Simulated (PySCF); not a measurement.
ClGe, doublet, at a GFN2-xTB geometry; PBE/6-311G** run with PySCF.

The PySCF input:
```python
from pyscf import gto, scf, dft

mol = gto.Mole()
mol.atom = '''
    Ge   -0.00000000   -0.00000000   -0.74753997
    Cl    0.00000000    0.00000000    1.40713406
'''
mol.basis = '6-311g**'
mol.spin = 1
mol.verbose = 4
mol.build()

mf = dft.UKS(mol)
mf.xc = 'pbe'
mf.kernel()
mf.analyze()
```

It wrote (shortened):

```
PySCF version 2.14.0

[INPUT] verbose = 4
[INPUT] num. atoms = 2
[INPUT] num. electrons = 49
[INPUT] charge = 0
[INPUT] spin (= nelec alpha-beta = 2S) = 1
[INPUT] symmetry False subgroup None
[INPUT] Mole.unit = angstrom
[INPUT] Symbol           X                Y                Z      unit          X                Y                Z       unit  Magmom
[...]
nuclear repulsion = 133.603690735754
number of shells = 30
number of NR pGTOs = 132
number of NR cGTOs = 70
basis = 6-311g**
ecp = {}

******** <class 'pyscf.dft.uks.UKS'> ********
method = UKS
initial guess = minao
damping factor = 0
level_shift factor = 0
DIIS = <class 'pyscf.scf.diis.CDIIS'>
diis_start_cycle = 1
diis_space = 8
diis_damp = 0
SCF conv_tol = 1e-09
SCF conv_tol_grad = None
SCF max_cycles = 50
direct_scf = True
direct_scf_tol = 1e-13
number electrons alpha = 25  beta = 24
XC library pyscf.dft.libxc version 7.1.2
    S. Lehtola, C. Steigemann, M. J. T. Oliveira, and M. A. L. Marques,  SoftwareX 7, 1–5 (2018)
XC functionals = pbe
    J. P. Perdew, K. Burke, and M. Ernzerhof,  Phys. Rev. Lett. 77, 3865 (1996)
    J. P. Perdew, K. Burke, and M. Ernzerhof,  Phys. Rev. Lett. 78, 1396 (1997)
    J. P. Perdew, K. Burke, and M. Ernzerhof,  Phys. Rev. Lett. 77, 3865 (1996)
    J. P. Perdew, K. Burke, and M. Ernzerhof,  Phys. Rev. Lett. 78, 1396 (1997)
radial grids:
    Treutler-Ahlrichs [JCP 102, 346 (1995); DOI:10.1063/1.469408] (M4) radial grids

becke partition: Becke, JCP 88, 2547 (1988); DOI:10.1063/1.454033
pruning grids: <function nwchem_prune>
grids dens level: 3
symmetrized grids: False
atomic radii adjust function: <function treutler_atomic_radii_adjust>
small_rho_cutoff = 0
Set gradient conv threshold to 3.16228e-05
tot grids = 39520
init E= -2534.73858487271

cycle= 1 E= -2536.57333696323  delta_E= -1.83  |g|= 1.34  |ddm|= 1.02
cycle= 2 E= -2535.94428528351  delta_E= 0.629  |g|=  1.5  |ddm|= 1.48
cycle= 3 E= -2536.47350784324  delta_E= -0.529  |g|= 0.608  |ddm|= 1.71
cycle= 4 E= -2536.66272738212  delta_E= -0.189  |g|= 0.172  |ddm|= 0.861
cycle= 5 E= -2536.67511648672  delta_E= -0.0124  |g|= 0.0734  |ddm|= 0.21
cycle= 6 E= -2536.67707306579  delta_E= -0.00196  |g|= 0.0152  |ddm|= 0.0754
cycle= 7 E= -2536.67725284675  delta_E= -0.00018  |g|= 0.00162  |ddm|= 0.02
cycle= 8 E= -2536.67725369934  delta_E= -8.53e-07  |g|= 0.000328  |ddm|= 0.00242
cycle= 9 E= -2536.67725376467  delta_E= -6.53e-08  |g|= 0.000101  |ddm|= 0.000546
cycle= 10 E= -2536.6772537708  delta_E= -6.13e-09  |g|= 1.27e-05  |ddm|= 0.00011
cycle= 11 E= -2536.67725377091  delta_E= -1.16e-10  |g|= 4.41e-06  |ddm|= 2.52e-05
Extra cycle  E= -2536.67725377087  delta_E= 4.68e-11  |g|= 9.47e-06  |ddm|= 1.9e-05
converged SCF energy = -2536.67725377087  <S^2> = 0.75254947  2S+1 = 2.0025478
**** SCF Summaries ****
Total Energy =                       -2536.677253770865718
Nuclear Repulsion Energy =             133.603690735753673
One-electron Energy =                -3795.555869338663342
Two-electron Energy =                 1125.274924832043780
Two-electron Coulomb Energy =         1231.995052292277251
DFT Exchange-Correlation Energy =     -106.720127460233357
**** MO energy ****
                             alpha | beta                alpha | beta
[...]
To work with the spin densities directly, `use mulliken_meta_spin()` only printing them here.

 ** Mulliken spin pop alpha/beta on meta-lowdin orthogonal AOs **
 ** Mulliken Spin Density (per AO)  **
spin_pop of  0 Ge 1s       -0.00000
spin_pop of  0 Ge 2s       -0.00000
spin_pop of  0 Ge 3s        0.00000
spin_pop of  0 Ge 4s        0.00494
spin_pop of  0 Ge 5s        0.00020
spin_pop of  0 Ge 6s        0.00001
spin_pop of  0 Ge 7s        0.00001
spin_pop of  0 Ge 8s        0.00001
spin_pop of  0 Ge 2px       0.00000
spin_pop of  0 Ge 2py       0.00000
spin_pop of  0 Ge 2pz       0.00000
spin_pop of  0 Ge 3px      -0.00000
spin_pop of  0 Ge 3py       0.00004
spin_pop of  0 Ge 3pz      -0.00000
spin_pop of  0 Ge 4px       0.02880
spin_pop of  0 Ge 4py       0.90978
spin_pop of  0 Ge 4pz       0.00532
spin_pop of  0 Ge 5px       0.00007
spin_pop of  0 Ge 5py       0.00284
spin_pop of  0 Ge 5pz       0.00011
spin_pop of  0 Ge 6px       0.00002
spin_pop of  0 Ge 6py       0.00050
spin_pop of  0 Ge 6pz       0.00003
spin_pop of  0 Ge 7px       0.00000
spin_pop of  0 Ge 7py       0.00008
spin_pop of  0 Ge 7pz      -0.00001
spin_pop of  0 Ge 8px       0.00000
spin_pop of  0 Ge 8py       0.00000
spin_pop of  0 Ge 8pz      -0.00000
spin_pop of  0 Ge 3dxy     -0.00016
spin_pop of  0 Ge 3dyz     -0.00015
spin_pop of  0 Ge 3dz^2    -0.00008
spin_pop of  0 Ge 3dxz     -0.00003
spin_pop of  0 Ge 3dx2-y2   -0.00014
spin_pop of  0 Ge 4dxy      0.00008
spin_pop of  0 Ge 4dyz      0.00033
spin_pop of  0 Ge 4dz^2     0.00048
spin_pop of  0 Ge 4dxz      0.00012
spin_pop of  0 Ge 4dx2-y2   -0.00038
spin_pop of  0 Ge 5dxy      0.00003
spin_pop of  0 Ge 5dyz      0.00022
spin_pop of  0 Ge 5dz^2     0.00027
spin_pop of  0 Ge 5dxz      0.00008
spin_pop of  0 Ge 5dx2-y2   -0.00023
spin_pop of  1 Cl 1s       -0.00000
spin_pop of  1 Cl 2s       -0.00000
spin_pop of  1 Cl 3s        0.00040
spin_pop of  1 Cl 4s        0.00009
spin_pop of  1 Cl 5s        0.00001
spin_pop of  1 Cl 6s        0.00000
spin_pop of  1 Cl 2px      -0.00000
spin_pop of  1 Cl 2py       0.00000
spin_pop of  1 Cl 2pz      -0.00000
spin_pop of  1 Cl 3px      -0.01095
spin_pop of  1 Cl 3py       0.06499
spin_pop of  1 Cl 3pz      -0.01087
spin_pop of  1 Cl 4px       0.00002
spin_pop of  1 Cl 4py       0.00208
spin_pop of  1 Cl 4pz      -0.00004
spin_pop of  1 Cl 5px      -0.00000
spin_pop of  1 Cl 5py       0.00000
spin_pop of  1 Cl 5pz       0.00001
spin_pop of  1 Cl 6px       0.00000
spin_pop of  1 Cl 6py       0.00004
spin_pop of  1 Cl 6pz      -0.00001
spin_pop of  1 Cl 3dxy     -0.00000
spin_pop of  1 Cl 3dyz      0.00108
spin_pop of  1 Cl 3dz^2    -0.00007
spin_pop of  1 Cl 3dxz      0.00002
spin_pop of  1 Cl 3dx2-y2   -0.00001
 ** Mulliken Spin Density (per atom)  **
spin density of  0 Ge =      0.95319
spin density of  1 Cl =      0.04681
 ** Mulliken pop alpha/beta on meta-lowdin orthogonal AOs **
 ** Mulliken pop       alpha | beta **
In total            25.00000 | 24.00000
 ** Mulliken atomic charges   ( Nelec_alpha | Nelec_beta ) **
charge of  0Ge =      0.20238  (    16.37540     15.42222 )
charge of  1Cl =     -0.20238  (     8.62460      8.57778 )
Dipole moment(X, Y, Z, Debye):  0.00000,  0.00000, -1.56878
```
